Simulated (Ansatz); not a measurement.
Process, species as SMILES: [CH2]C/C=C(\C)CC → C[C]1CC[C@H](C)C1
Geometries: B3LYP-D3(BJ)/def2-TZVP minima from Ansatz (a program for electronic structure), one conformer each, not searched for the lowest. Frequencies are from Ansatz.

Quantity: isomerisation energy (enthalpy at 298 K, with B3LYP-D3(BJ) rigid-rotor harmonic-oscillator terms), in kcal/mol. Valence correlation only, unless marked. Open shells are spin-unrestricted. Spin-orbit coupling is left out. No relativistic terms. CBS marks a two-point X^-3 extrapolation of the correlation energy; Hartree-Fock from the larger set. The bracket is a focal-point correction in the basis named.

RI-MP2/CBS(cc-pVTZ,cc-pVQZ)+[CCSD(T)-MP2]/cc-pVTZ (Ansatz) gives -20.6 kcal/mol.

Task: Another calculation gave -28.5 kcal/mol. Which level was it?
A) SVWN5/def2-TZVPD (Ansatz)
B) PBE0/def2-TZVPD (Ansatz)
C) B97M-V/def2-TZVPD (Ansatz)
D) BLYP/def2-TZVPD (Ansatz)

Result: A, SVWN5/def2-TZVPD (Ansatz). The others give -21.3 (B97M-V), -23.9 (PBE0), -14.8 (BLYP) kcal/mol.
